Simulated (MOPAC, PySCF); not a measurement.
System: O2Ti, singlet: symmetric bend, bond length relaxed. Scanned: O-Ti-O angle. Other coordinates (Ti-O bond length) were minimised at PBE0/def2-TZVP.

Computed with: RHF/3-21G = restricted Hartree-Fock/3-21G (PySCF 2.14.0); RKS-B3LYP/LANL2DZ = restricted B3LYP/LANL2DZ, with its core potentials past Ne (PySCF); PM7, restricted, heats of formation (MOPAC).

Energies in kcal/mol, each method relative to its own lowest point.

| a / ° | RHF/3-21G | RKS-B3LYP/LANL2DZ | PM7 |
|---|---|---|---|
| 180 | 37.0 | 47.1 | — |
| 170 | 34.8 | [?] | 63.8 |
| 160 | [?] | 35.5 | [?] |
| 150 | 21.1 | 25.4 | 26.7 |
| 140 | 13.0 | 15.6 | 13.2 |
| 130 | [?] | 7.3 | [?] |
| 120 | 1.1 | 1.7 | 0.0 |
| 110 | 0.0 | 0.0 | 0.0 |
| 100 | 4.6 | 3.4 | 4.5 |
| 90 | 17.5 | 13.8 | 14.4 |
| 80 | 42.4 | 34.5 | 31.9 |

Task: Fill in the missing entries.

Result: 
- 170, RKS-B3LYP/LANL2DZ: 43.6
- 160, RHF/3-21G: 29.0
- 160, PM7: 44.1
- 130, RHF/3-21G: 5.8
- 130, PM7: 4.3

A dash means that the run gave no value there, or that the column was ended at a point which the program doubted or which failed a test of continuity chosen for this set; such a test can also cut sound points.
